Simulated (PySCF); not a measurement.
**Correlation energy of Ag (silver, neutral)**

[Kr] 4d9 5s2, 2D determinant (an excited configuration). Calculation: PySCF 2.14, in x2c-TZVPPall (8s6p6d2f1g, 79 functions); the spin-free X2C one-electron Hamiltonian (Gaussian nucleus). Frozen: [Ar] 3d10; 19 electrons correlated.

| level | correlation energy (mhartree) |
| --- | --- |
| CCSD | -630.74 |
| (T) | -18.83 |
| CCSD(T) | -649.57 |

Diagnostics: T1 = 0.016, D1 = 0.0666, largest double amplitude 0.072.

Is a single reference adequate?

Mostly. T1 lies below 0.03, but a double amplitude of this size points to a near-degeneracy that CCSD handles and MP2 describes poorly.

This basis was not built for core-valence correlation, so the inner-shell part is incomplete.
